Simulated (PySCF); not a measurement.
CH2Li2. Atoms are numbered in the order given.

```xyz
5

C      0.0000     0.0000    -0.3338
H      0.0000     0.8865    -0.9947
H      0.0000    -0.8865    -0.9947
Li    -1.6603     0.0000     0.6653
Li     1.6603     0.0000     0.6653
```
Charge 0, spin multiplicity 1.

Coordinates come from a r2SCAN-D4/def2-TZVPD optimisation.

Level of theory: C-PCM-ωB97X/def2-TZVPD in PySCF.

The values are the electrostatic part of the solvation free energy, E(continuum) − E(gas) at the gas-phase geometry, in a cavity of scaled van der Waals radii (PySCF's table); cavitation and dispersion terms are not included. A continuum can't describe solvent molecules that bind to the metal. In vacuum the orbital gap is 5.69 eV. The dipole moment in vacuum is 5.37 D.

Computed values in water (ε = 78.36), ethanol (ε = 24.85), chloroform (ε = 4.71):
| solvent | ε | ΔG(elec) (kcal/mol) | dipole (D) | gap (eV) |
|---|---|---|---|---|
| water | 78.36 | -20.1 | 7.36 | 7.12 |
| ethanol | 24.85 | -19.4 | 7.29 | 7.07 |
| chloroform | 4.71 | -15.3 | 6.87 | 6.80 |
